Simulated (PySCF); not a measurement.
Species: C2H12Ge2OSi.
SMILES with atom numbers: `[CH3:1][CH2:2][O:3][GeH2:4][GeH2:5][SiH3:6]` (hydrogens: H7, H8, H9 on C1; H10, H11 on C2; H12, H13 on Ge4; H14, H15 on Ge5; H16, H17, H18 on Si6)

Computed by this run: PySCF, PBE0-D3(BJ)/def2-SVP geometry optimisation, gas phase; density fitting, grid level 1; the optimiser is geomeTRIC in internal coordinates, started from a GFN2-xTB structure with every atom displaced at random (about 0.01 Å).

Step 5: E = -125189.3729 eV
```
atom  x, y, z in Å  |  force x, y, z in eV/Å
C1     -2.4066    1.3998   -0.3156   -0.004  -0.014   0.000
C2     -2.0516   -0.0692   -0.2844    0.030   0.014  -0.010
O3     -0.6514   -0.2025   -0.2747   -0.021  -0.017   0.026
Ge4     0.1131   -1.8125   -0.0572    0.027  -0.008  -0.027
Ge5     2.4436   -1.1655   -0.1090   -0.061   0.140  -0.042
Si6     2.3585    1.1681   -0.6032   -0.027  -0.014  -0.004
H7     -3.4980    1.5404   -0.3396    0.000   0.001   0.000
H8     -2.0063    1.9087    0.5738    0.003   0.004  -0.001
H9     -1.9715    1.8772   -1.2063   -0.002   0.004  -0.003
H10    -2.4871   -0.5824   -1.1660   -0.002  -0.002   0.001
H11    -2.4998   -0.5466    0.6113   -0.002   0.005   0.001
H12    -0.4009   -2.4137    1.2716   -0.005  -0.004  -0.002
H13    -0.3272   -2.7188   -1.2313   -0.012  -0.015   0.015
H14     3.1807   -1.9308   -1.2242    0.042  -0.035   0.049
H15     3.1310   -1.4209    1.2446    0.020  -0.060  -0.013
H16     3.7382    1.7482   -0.5892    0.007  -0.009  -0.006
H17     1.7774    1.3579   -1.9653   -0.006   0.006   0.008
H18     1.5302    1.8755    0.4147    0.012   0.003   0.009
```

Step 6: E = -125189.3763 eV
```
atom  x, y, z in Å  |  force x, y, z in eV/Å
C1     -2.3747    1.4027   -0.3911    0.007   0.006  -0.005
C2     -2.0336   -0.0635   -0.2565    0.014   0.021  -0.028
O3     -0.6351   -0.2096   -0.2542   -0.017  -0.025   0.018
Ge4     0.1170   -1.8285   -0.0566    0.036  -0.027  -0.015
Ge5     2.4455   -1.1766   -0.1302   -0.040   0.121  -0.052
Si6     2.3067    1.1712   -0.5358   -0.002   0.001  -0.016
H7     -3.4645    1.5549   -0.4001   -0.012  -0.002   0.002
H8     -1.9478    1.9730    0.4473    0.001   0.000   0.002
H9     -1.9571    1.8076   -1.3250    0.001  -0.003   0.000
H10    -2.4866   -0.6341   -1.0938    0.003   0.003   0.020
H11    -2.4729   -0.4692    0.6779   -0.003  -0.003  -0.002
H12    -0.3889   -2.4365    1.2722    0.002  -0.003  -0.001
H13    -0.3438   -2.7213   -1.2326   -0.016  -0.012   0.010
H14     3.1722   -1.8904   -1.2888    0.008  -0.019   0.072
H15     3.1678   -1.4723    1.1974    0.009  -0.054  -0.023
H16     3.6824    1.7525   -0.6396    0.008  -0.003   0.003
H17     1.5952    1.4083   -1.8256    0.001   0.005   0.004
H18     1.5903    1.8449    0.5849    0.000  -0.005   0.010
```

**Question.** Estimate the geometry and energy of step 7. (The exact step hangs on the optimiser's Hessian estimate; all steps are aligned on step 6, rigid shifts and turns removed.)

**Answer.** E = -125189.3781 eV, largest force 0.065 eV/Å
```
atom  x, y, z in Å  |  force x, y, z in eV/Å
C1     -2.3675    1.4019   -0.4104    0.010   0.012  -0.007
C2     -2.0337   -0.0631   -0.2474    0.002   0.011  -0.026
O3     -0.6367   -0.2178   -0.2506   -0.007  -0.011   0.010
Ge4     0.1166   -1.8369   -0.0591    0.023  -0.020  -0.010
Ge5     2.4409   -1.1711   -0.1412   -0.010   0.055  -0.034
Si6     2.2989    1.1794   -0.5209    0.015   0.005  -0.009
H7     -3.4564    1.5606   -0.4133   -0.011  -0.004   0.004
H8     -1.9298    1.9878    0.4115   -0.001  -0.003   0.003
H9     -1.9559    1.7846   -1.3564    0.001  -0.005   0.001
H10    -2.4958   -0.6481   -1.0696    0.003   0.002   0.018
H11    -2.4697   -0.4467    0.6978   -0.002  -0.005   0.000
H12    -0.3805   -2.4466    1.2725    0.007  -0.001   0.003
H13    -0.3539   -2.7323   -1.2293   -0.010  -0.006   0.003
H14     3.1744   -1.8824   -1.2974   -0.012  -0.001   0.046
H15     3.1712   -1.4894    1.1776   -0.005  -0.025  -0.011
H16     3.6760    1.7545   -0.6418    0.003   0.000   0.004
H17     1.5660    1.4363   -1.7941   -0.002   0.001  -0.002
H18     1.6079    1.8423    0.6222   -0.006  -0.007   0.007
```

The energy changes by -0.0018 eV. The first-order estimate −F·Δx gives -0.0034 eV and the mean of the old and new forces, exact on a quadratic surface, -0.0024 eV. The step makes an angle of 81° with the force vector and moves no atom by more than 0.051 Å.

The cost below is that of the whole optimisation. Hardware: one thread of an Arm Neoverse N1, shared host with 64 logical CPUs at a one-minute load of 60. Cost: 8.2 min wall, 0.89 GiB resident at most.
